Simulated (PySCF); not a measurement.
Species: CH7NOP2Si2.
SMILES: `NC(=O)[SiH]1P[SiH2]P1`

A linear-response calculation (PySCF, def2-SVPD basis, gas phase, vertical, core orbitals frozen in the response) gave these numbers; the functional is withheld.

Orbital energies (eV): HOMO-3 -9.76, HOMO-2 -9.57, HOMO-1 -8.51, HOMO -8.13, LUMO -0.10, LUMO+1 0.10, LUMO+2 0.31.

```
state  E (eV)       f    main configurations (H = HOMO, L = LUMO)
   S1    4.67  0.0042       H-1→L (38%), H-1→L+4 (24%), H→L (17%)
   S2    4.96  0.0006                      H→L (72%), H-1→L (20%)
   S3    5.04  0.0004                                 H→L+1 (90%)
   S4    5.42  0.0094                                 H→L+2 (86%)
   S5    5.73  0.0003                                 H→L+3 (85%)
   S6    5.82  0.0002  H-1→L+1 (50%), H-1→L+2 (14%), H-1→L+4 (9%)
```

Triplets (Tamm–Dancoff): T1 4.11 eV, H-1→L (32%), H-1→L+4 (28%), H→L (19%); T2 4.49 eV, H→L (42%), H→L+1 (34%), H-1→L (10%); T3 4.61 eV, H→L+1 (45%), H→L (24%); T4 5.06 eV, H→L+2 (72%).

Vertical ionisation energy by ΔSCF with the same functional: 8.78 eV. Mean static polarisability: 129.4 au.

Question: Name the functional.
A. CAM-B3LYP
B. B3LYP
C. PBE
D. HF

Answer: A. CAM-B3LYP is range-separated, 19% exact exchange at short range and 65% at long range (ω = 0.33 bohr⁻¹). In this run −ε(HOMO) = 8.13 eV differs from the ΔSCF value by -0.65 eV, and S1 differs from the orbital gap of 8.04 eV by -3.37 eV. The ratio −ε(HOMO)/IP is 0.93. Usual ranges for neutral molecules in this basis: 0.85 to 0.93 with CAM-B3LYP, 0.5 to 0.7 with PBE, 0.67 to 0.83 with B3LYP; Hartree–Fock can't fall below 1, since the ion's relaxation only lowers the ΔSCF value.

Computed, not measured: PySCF, TDDFT CAM-B3LYP/def2-SVPD, vertical, gas phase, core orbitals frozen in the response. One conformer (not necessarily the lowest) at the PBE0-D3(BJ)/def2-SVP geometry, without solvent, vibrations or thermal averaging.
